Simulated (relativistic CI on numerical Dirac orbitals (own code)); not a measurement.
# Ce XX: computed level list

Method of calculation: Dirac-Coulomb-Breit CI, separate exchange-only KLI orbitals for each configuration, model QED, unscaled Slater integrals (own radial code, finite nucleus).

CI space (outside the closed core [Ar] 3d10): 4s2.4p6.4d3, 4s2.4p5.4d4, 4s2.4p6.4d2.4f, 4s.4p6.4d4, 4s2.4p5.4d3.4f, 4s2.4p6.4d2.5s, 4s.4p6.4d3.4f, 4s2.4p6.4d2.5p, 4s2.4p6.4d.4f.5s, 4s2.4p6.4d2.5d, 4s2.4p6.4d.5s.5p, 4s2.4p5.4d3.5s, 4s2.4p6.4d2.5f, 4s2.4p5.4d3.5p, 4s2.4p6.4d2.6s, 4s2.4p6.4d2.5g, 4s2.4p6.4d2.6p, 4s.4p6.4d3.5s, 4s2.4p6.4d2.6f, 4s2.4p6.4d2.7s, 4s2.4p6.4d.4f2, 4s2.4p6.4f3, 4s2.4p5.4d.4f3, 4s2.4p6.4f2.5s, 4s.4p6.4d.4f3, 4s2.4p6.4d.5s2, 4s2.4p6.4f.5s2, 4s2.4p5.4d.4f.5s2, 4s.4p6.4d.4f.5s2, 4s2.4p6.4d.5p2, 4s2.4p6.4f.5p2, 4s2.4p5.4d.4f.5p2, 4s2.4p6.5s.5p2, 4s.4p6.4d.4f.5p2. Double excitations out of closed p, d and f shells are left out; levels of such configurations are missing from the list, as are those of other unlisted configurations, and high levels can miss mixing partners. These lack a partner that the ground configuration has and come out too high: 4s2.4p6.4d2.5p, 4s2.4p6.4d2.5d, 4s2.4p5.4d3.5s, 4s2.4p6.4d2.5f, 4s2.4p5.4d3.5p.

The lowest level is 4s2.4p6.4d3 4F_3/2, with 78 % of that term; Hund's rules for 4s2.4p6.4d3 give 4F with J = 3/2, in agreement.

```tsv
No.	Configuration	Term	J	E (eV)	%	Next component (%)
1	4s2.4p6.4d3	4F	3/2	0.000	78	17 2D
2	4s2.4p6.4d3	4F	5/2	2.485	92	6 2D
3	4s2.4p6.4d3	4F	7/2	4.249	77	18 2G
4	4s2.4p6.4d3	4P	3/2	4.984	49	31 2P
5	4s2.4p6.4d3	4F	9/2	5.188	44	37 2G
6	4s2.4p6.4d3	4P	1/2	5.769	72	26 2P
7	4s2.4p6.4d3	2G	7/2	8.117	74	21 4F
8	4s2.4p6.4d3	2H	9/2	8.469	54	41 4F
9	4s2.4p6.4d3	4P	5/2	8.573	88	8 2D
10	4s2.4p6.4d3	2D	3/2	9.923	45	38 4P
11	4s2.4p6.4d3	2P	1/2	10.581	72	26 4P
12	4s2.4p6.4d3	2H	11/2	11.059	98	1 4s2.4p5.4d3.4f 2H
13	4s2.4p6.4d3	2D	5/2	12.004	91	5 4F
14	4s2.4p6.4d3	2G	9/2	13.257	58	27 2H
15	4s2.4p6.4d3	2F	5/2	13.321	83	10 2D
16	4s2.4p6.4d3	2F	7/2	13.714	92	6 2G
17	4s2.4p6.4d3	2P	3/2	14.819	57	30 2D
18	4s2.4p6.4d3	2D	3/2	20.307	97	1 4s2.4p5.4d3.4f 2D
19	4s2.4p6.4d3	2D	5/2	21.096	81	13 2F
20	4p5.4d4(5D)	6D°	3/2	97.212	44	15 6P°
21	4p5.4d4(5D)	6D°	5/2	97.454	60	12 6P°
22	4p5.4d4(5D)	6D°	7/2	97.915	66	17 6F°
23	4p5.4d4(5D)	6D°	9/2	98.742	64	21 6F°
24	4p5.4d4(5D)	6D°	1/2	99.586	62	25 4P°
25	4p5.4d4(5D)	6F°	11/2	102.299	68	25 4G°
26	4p5.4d4(5D)	4F°	3/2	102.710	26	20 2D°
27	4p5.4d4(5D)	6P°	3/2	103.272	26	19 4P°
28	4p5.4d4(3F)	4D°	7/2	103.728	27	20 2F°
29	4p5.4d4(5D)	4F°	5/2	104.298	30	20 6F°
30	4p5.4d4(3D)	4F°	9/2	104.403	27	20 4G°
```

Energies count from the lowest computed level; ° marks odd parity. Percentages are summed over parent terms; the parents shown are those of the largest component, closed shells are left out there.

The mean weight of the leading LS term, summed over parents, in these 30 levels is 63 %, and that of the leading jj configuration (from the same eigenvectors) 69 %.

At this charge energies of transitions that change n are usually good to better than 1 %, and those within a shell (Δn = 0) to a few per cent. Terms inside the open d or f shell come out 10 to 20 % too wide with unscaled integrals.

LS names give the leading component of a level, which can be under half, so a name can repeat, a term be missing and a line seem to break the LS rules.
